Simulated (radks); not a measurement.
Results of a calculation; reference values are marked as such.
Coulomb parameter of the 3d shell of the iron ion Fe+ in the model configuration [Ar] 3d6 4s1, as a second difference U = [E(n + 0.5) + E(n - 0.5) - 2 E(n)] / (0.5)^2 with all orbitals relaxed. "Bare": the charge of the atom changes with n. "Screened": the 4s shell takes up the change at fixed total charge, which measures U(3d,3d) + U(4s,4s) - 2 U(3d,4s). Code: a radial shooting solver on a logarithmic mesh with Libxc functionals. Model: scalar-relativistic Kohn-Sham, r2SCAN, spin-unpolarised, spherical densities, finite nucleus; meta-GGA in the generalised Kohn-Sham scheme; Fermi nuclear charge, rms radius 3.7377 fm.

[
 {"case": "start", "configuration": "[Ar] 3d6 4s1", "E - E(n) (eV)": "0.000"},
 {"case": "bare +0.5", "configuration": "[Ar] 3d6.5 4s1", "E - E(n) (eV)": "-6.302"},
 {"case": "bare -0.5", "configuration": "[Ar] 3d5.5 4s1", "E - E(n) (eV)": "9.863"},
 {"case": "screened +0.5", "configuration": "[Ar] 3d6.5 4s0.5", "E - E(n) (eV)": "-1.537"},
 {"case": "screened -0.5", "configuration": "[Ar] 3d5.5 4s1.5", "E - E(n) (eV)": "2.288"}
]

U(bare) = 14.243 eV, U(screened by 4s) = 3.002 eV, against the Slater integral F0(3d,3d) = 23.002 eV with frozen orbitals.
